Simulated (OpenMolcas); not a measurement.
Au5+ among 6 point charges of -1.7 e arranged as a trigonal antiprism (D3d), with a polar angle of 53.1° against the regular 54.74°.

```json
{"Program": "OpenMolcas", "Method": "SS-CASPT2, IPEA 0.25 Eh, imaginary shift 0.1 Eh (closed shells correlated: 5s 5p)", "Basis": "ANO-RCC-VDZP [7s6p4d2f]", "Scalar Hamiltonian": "DKH2, point nucleus", "Active space": "6 electrons in 5 orbitals (5d)", "State averaging": "2S+1 = 5 even, 5 roots; 2S+1 = 3 even, 45 roots; 2S+1 = 1 even, 50 roots", "Spin-orbit coupling": "RASSI with atomic mean-field integrals over the reference wave functions"}
```

All point charges move together. At R = 1.91 Å the first state of the same spin is 1600 cm-1, and at R = 2.32 Å it is 1010 cm-1.

Question: A third run gives 1260 cm-1. What distance was it run at?

Answer: With a power law R^-n the two known points give n = -ln(1010 / 1600) / ln(2.32 / 1.91) = 2.37. Then R = 1.91 × (1600 / 1260)^(1/2.37) = 2.113 Å. The run was at 2.11 Å, so the estimate is off by +0.003 Å.

Roots that are degenerate in the reference are averaged as groups; the widest CASPT2 spread within a group is 150 cm-1 (the 2-fold group of multiplicity 1 near 81600 cm-1 above the lowest state of its run, R = 1.91). Shifts and gaps below about the spread of the groups concerned are not significant. An orbital doublet at a regular site is open to a Jahn-Teller distortion, which this geometry leaves out. Point charges give a weaker field than real ligands, and real ions of this kind are as a rule low spin; the high spin found here belongs to the model. Free-ion shares, where given, are those of the reference states; single-state CASPT2 does not remix them. Spin-orbit coupling mixes the spin-free states strongly: the lowest level takes only 69 % from its leading state, 5E (figures for R = 2.11; the like holds for R = 2.32). The ground term spreads over less than 5000 cm-1, several times less than with real ligands, so orbital moments are less quenched and χT lies further from the spin-only value than at real sites (holds for R = 2.32). This is an electrostatic model: the charges have no orbitals. No measured value stands beside these numbers.
